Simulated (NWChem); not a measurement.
System: CaClF; SMILES [F][Ca][Cl]

```xyz
3

Ca     0.1478     0.4729     0.0000
F     -0.6523     2.2570     0.0000
Cl     0.0091    -1.9885     0.0000
```
Atoms are numbered in this order, from 1.

All runs use the structure optimised with PBE0/def2-SVP. B3LYP is NWChem's, with the RPA form of VWN correlation.

Question: Give the principal values of the shielding tensors (ppm) of Ca1, F2, Cl3 from B3LYP/6-311G** (spherical d), GIAO (NWChem), with their diamagnetic and paramagnetic parts as GIAO splits them.

Answer: 
```json
[
 {"atom": "Ca1", "σ11": "855.6", "σ22": "889.3", "σ33": "1398.3", "isotropic": "1047.7", "diamagnetic": "1418.7", "paramagnetic": "-370.9"},
 {"atom": "F2", "σ11": "-153.0", "σ22": "-137.5", "σ33": "476.6", "isotropic": "62.1", "diamagnetic": "473.5", "paramagnetic": "-411.5"},
 {"atom": "Cl3", "σ11": "746.7", "σ22": "769.7", "σ33": "1145.3", "isotropic": "887.2", "diamagnetic": "1148.2", "paramagnetic": "-261.0"}
]
```
